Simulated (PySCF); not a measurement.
C₆H₁₁Al.
SMILES with atom numbers: `[CH2:1]=[CH:2][Al:3]([CH3:4])[CH:5]1[CH2:6][CH2:7]1` (hydrogens: H8, H9 on C1; H10 on C2; H11, H12, H13 on C4; H14 on C5; H15, H16 on C6; H17, H18 on C7)

Computed, not measured: TDDFT B3LYP/def2-SVPD, vertical, gas phase, core orbitals frozen in the response (PySCF 2.14.0, density-fitted response routines). The structure is a single GFN2-xTB conformer in the gas phase; no vibrational or solvent corrections. Torsions of this conformer, `[CH2:1]=[CH:2][Al:3]([CH3:4])[CH:5]1[CH2:6][CH2:7]1`: C1–C2–Al3–C4 2°, C2–Al3–C5–C6 32°.

Q: List the vertical singlet excitations with oscillator strengths and describe the spectrum.

A: 

```
state  E (eV)  λ (nm)  ν̃ (cm⁻¹)       f  main configurations (H = HOMO, L = LUMO)
   S1    4.73   261.9      38190  0.0000                                 H→L (97%)
   S2    5.13   241.9      41340  0.0000                               H-1→L (98%)
   S3    5.90   210.2      47580   0.127                  H-2→L (52%), H-3→L (43%)
   S4    6.06   204.5      48910   0.104     H→L+1 (63%), H-2→L (22%), H-3→L (12%)
   S5    6.10   203.1      49230   0.066     H-3→L (44%), H→L+1 (33%), H-2→L (20%)
   S6    6.37   194.6      51380  0.0003                               H-4→L (98%)
   S7    6.54   189.4      52790   0.011                H→L+2 (70%), H-1→L+1 (20%)
   S8    6.55   189.3      52830   0.048                H-1→L+1 (77%), H→L+2 (18%)
```

Triplets, Tamm–Dancoff:

```json
{"state": "T1", "E (eV)": "4.15", "λ (nm)": "298.4", "main configurations (H = HOMO, L = LUMO)": "H-2→L (80%), H-2→L+2 (15%)"}
{"state": "T2", "E (eV)": "4.50", "λ (nm)": "275.2", "main configurations (H = HOMO, L = LUMO)": "H→L (78%), H-1→L (18%)"}
{"state": "T3", "E (eV)": "4.77", "λ (nm)": "259.9", "main configurations (H = HOMO, L = LUMO)": "H-1→L (77%), H→L (19%)"}
```

The lowest singlet comes at 262 nm (457 kJ/mol) in the ultraviolet; it is dark (f under 0.0005); its leading configuration is HOMO→LUMO (97%). The most intense listed level is S3 at 5.90 eV (210 nm, f = 0.127), 1.17 eV above S1. S7/S8 lie within about 0.01 eV of each other. Löwdin shares by element: HOMO carbon 58% or more, aluminium 15% (atoms not listed hold the other 27%); LUMO carbon 47% or more, aluminium 33% (atoms not listed hold the other 20%). Weighted by f, the mean energy of these states is 6.09 eV. Orbital energies (eV): HOMO-3 -8.03, HOMO-2 -7.66, HOMO-1 -7.54, HOMO -7.01, LUMO -1.26, LUMO+1 -0.18, LUMO+2 0.49. The listed states span 1.82 eV, and the widest gap between neighbours is 0.77 eV (S2 to S3). Only the lowest 8 singlets were computed, as vertical energies without vibronic structure.
